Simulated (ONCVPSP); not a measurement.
Ag (Z = 47): one change to an ONCV potential, before and after

* Element: silver (Ag)
* Generator: ONCVPSP 4.0.1
* Type: optimised norm-conserving Vanderbilt (ONCV)
* Functional: PBE
* Relativity: scalar-relativistic
* Frozen core: [Ar] 3d10
* Valence charge: 19
* Reference configuration: 4s2 4p6 4d8 (charge +3)
* Partial waves: 4s: rc 1.40 bohr, ncon 3, nbas 6, qcut 6.9 1/bohr, 2 projectors, debl 3 Ha; 4p: rc 1.40 bohr, ncon 3, nbas 7, qcut 9.2 1/bohr, 2 projectors, debl 0.5 Ha; 4d: rc 1.70 bohr, ncon 4, nbas 9, qcut 7.5 1/bohr, 1 projector
* Local potential: polynomial inside 0.90 bohr (lpopt 3, dvloc0 0 Ha)
* Core correction: Teter function, fcfact 5.75, rcfact 1.65

In the s channel the program set the typed energies aside and used -4.914, 0.050 Ha. In the p channel the program set the typed energies aside and used -3.559, 0.250 Ha.

All-electron outer shells of the reference configuration (PBE, scalar-relativistic, ld1.x):

```json
{"shell": "4s", "level (eV)": "-133.70", "outermost node (bohr)": "0.44", "outermost maximum (bohr)": "0.82"}
{"shell": "4p", "level (eV)": "-96.84", "outermost node (bohr)": "0.44", "outermost maximum (bohr)": "0.87"}
{"shell": "4d", "level (eV)": "-43.74", "outermost node (bohr)": "0.43", "outermost maximum (bohr)": "1.01"}
```

Change: core correction Teter function, fcfact 5.75, rcfact 1.86.

Cutoffs: the cutoffs (Ha) at which the residual kinetic energy of the hardest occupied pseudo-wave falls to 1 and 0.1 mHa per electron; they do not see the model core or the augmentation charge, which bear on the density cutoff. Errors are all-electron minus pseudo energies relative to the spin-unpolarised reference configuration.

Question: What does the change do?

Answer: The potential gets neither clearly harder nor softer (25 Ha and 37 Ha → 25 Ha and 37 Ha); of the 4 tests that both files solve, the error grows in 1 and shrinks in 2 by more than 15 % and 0.3 meV (median size 10.5 → 10.4 meV); neither file shows a bound ghost. A model core, the more so a compact one, raises the density cutoff, which this test does not measure.

| quantity | base | changed |
| --- | --- | --- |
| cutoff, loose | 25 Ha | 25 Ha |
| cutoff, tight | 37 Ha | 37 Ha |
| bound ghosts | none | none |
| GHOST(+) flags under 300 eV | s at 177.0 eV | s at 177.0 eV |
| error for 4s2 4p6 4d10 5s1, meV [ΔE -66.06 eV] | +8.7 | -12 |
| error for 4s2 4p6 4d10, meV [ΔE -58.31 eV] | +12 | -9.3 |
| error for 4s2 4p6 4d9, meV [ΔE -36.19 eV] | +8.9 | +1.5 |
| error for 4s2 4p5 4d10 5s1, meV [ΔE -0.82 eV] | -96 | -109 |
| s: phases at 1.42 bohr within 0.05 rad from the reference energy up to (Ha; the scan ends near 5) | to the end of the scan | to the end of the scan |
| p: phases at 1.42 bohr within 0.05 rad from the reference energy up to (Ha; the scan ends near 5) | to the end of the scan | to the end of the scan |
| d: phases at 1.72 bohr within 0.05 rad from the reference energy up to (Ha; the scan ends near 5) | 1.0 | 1.0 |
| rms error of d²Exc/dni dnj with the model core, mHa | 6.08 | 8.52 |
